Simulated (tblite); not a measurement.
Species: C19H11N.
Numbering: `[N:1]#[C:2][c:3]1[cH:4][cH:5][cH:6][c:7]2[cH:8][cH:9][c:10]3[cH:11][cH:12][c:13]4[cH:14][cH:15][cH:16][cH:17][c:18]4[c:19]3[c:20]12` (hydrogens: H21 on C4; H22 on C5; H23 on C6; H24 on C8; H25 on C9; H26 on C11; H27 on C12; H28 on C14; H29 on C15; H30 on C16; H31 on C17)

The geometry is computed with GFN2-xTB (gas phase).

**Question.** List the bond lengths and angles at this level.

**Answer.** 
```csv
bond,length (pm),order
N1≡C2,114.8,triple
C2–C3,141.6,single
C3–C4,138.6,aromatic
C4–C5,139.3,aromatic
C5–C6,137.2,aromatic
C6–C7,140.5,aromatic
C7–C8,142.0,aromatic
C8–C9,135.6,aromatic
C9–C10,141.9,aromatic
C10–C11,141.9,aromatic
C11–C12,135.6,aromatic
C12–C13,142.0,aromatic
C13–C14,140.5,aromatic
C14–C15,137.0,aromatic
C15–C16,139.7,aromatic
C16–C17,137.1,aromatic
C17–C18,140.7,aromatic
C18–C19,143.4,aromatic
C19–C20,143.2,aromatic
C3–C20,142.0,aromatic
C7–C20,141.8,aromatic
C10–C19,140.6,aromatic
C13–C18,141.7,aromatic
C4–H21,108.0,single
C5–H22,107.9,single
C6–H23,108.0,single
C8–H24,108.0,single
C9–H25,108.0,single
C11–H26,108.1,single
C12–H27,108.0,single
```

Orders are formal, as drawn. A selection of angles:
```csv
angle,degrees
N1–C2–C3,172.8
C2–C3–C4,116.2
C2–C3–C20,122.3
C4–C3–C20,120.9
C3–C4–C5,120.5
C4–C5–C6,119.5
C5–C6–C7,121.1
C6–C7–C8,120.8
C6–C7–C20,119.9
C8–C7–C20,119.2
C7–C8–C9,120.3
C8–C9–C10,120.9
C9–C10–C11,120.7
C9–C10–C19,119.8
C11–C10–C19,119.6
C10–C11–C12,120.9
C11–C12–C13,120.5
C12–C13–C14,121.1
C12–C13–C18,119.4
C14–C13–C18,119.4
C13–C14–C15,120.8
C14–C15–C16,119.8
C15–C16–C17,120.4
C16–C17–C18,121.1
C17–C18–C19,122.9
C13–C18–C17,118.0
C13–C18–C19,118.9
C18–C19–C20,123.6
C10–C19–C18,118.4
C10–C19–C20,118.0
C3–C20–C19,123.8
C3–C20–C7,117.0
C7–C20–C19,119.0
```

The 6-membered ring C7–C8–C9–C10–C19–C20 has internal angles of 118.0° to 120.9° (sum 717°, against 720° for a flat polygon); it is slightly puckered (a soft mode that the optimisation may not have finished), 0.07 Å rms from its mean plane, widest ring torsion 19°. The 6-membered ring C13–C14–C15–C16–C17–C18 has internal angles of 118.0° to 121.1°; it is slightly puckered (a soft mode that the optimisation may not have finished), 0.03 Å rms from its mean plane, widest ring torsion 9°. The 6-membered ring C10–C11–C12–C13–C18–C19 has internal angles of 118.4° to 120.9°; it is slightly puckered (a soft mode that the optimisation may not have finished), 0.06 Å rms from its mean plane, widest ring torsion 17°. The C–C distances run from 1.356 Å (C8–C9, aromatic) to 1.434 Å (C18–C19, aromatic), a spread of 0.078 Å. Of the pairs four or more bonds apart, C2···C17 is among the closest relative to their van der Waals radii: 2.67 Å, 79 % of the sum of Bondi's values. The 6-membered ring C3–C4–C5–C6–C7–C20 has internal angles of 117.0° to 121.1° (sum 719°, against 720° for a flat polygon); it is slightly puckered (a soft mode that the optimisation may not have finished), 0.04 Å rms from its mean plane, widest ring torsion 11°.

Point group: C1 (no symmetry element, even within 0.4 Å). Its GFN2-xTB frequencies are all real (lowest 57 cm⁻¹). The numbers are those of one conformer.

Hardware: one thread, Arm Neoverse V2 (aarch64) (shared host). Cost: 1.3 s of wall time. These figures are those of the optimisation.
